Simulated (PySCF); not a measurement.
A calculated (TPSS, PySCF 2.14, aug-cc-pwCVTZ-DK3, the spin-free X2C one-electron Hamiltonian (Gaussian nucleus)) atom or ion has these occupied shells.

```csv
shell,electrons,orbital energy (eV),"rms radius, mean of both spins (bohr)"
1s α,1,-28987.7,0.0335
1s β,1,-28987.6,0.0335
2s α,1,-4378.7,0.136
2s β,1,-4378.7,0.136
2p α,3,-3931.8,0.121
2p β,3,-3931.7,0.121
3s α,1,-847.91,0.362
3s β,1,-847.84,0.362
3p α,3,-701.03,0.363
3p β,3,-700.96,0.363
3d α,5,-474.17,0.343
3d β,5,-474.10,0.343
4s α,1,-135.74,0.872
4s β,1,-135.55,0.872
4p α,3,-91.374,0.947
4p β,3,-91.167,0.947
4d α,5,-27.046,1.19
4d β,5,-26.531,1.19
5s α,1,-12.206,2.53
5p α,3,-5.028,3.27
```

(1) Name the element and its charge.

Results:

(1) Sn (tin, neutral), in [Kr] 4d10 5s1 5p3, high-spin 5S determinant (an excited configuration).
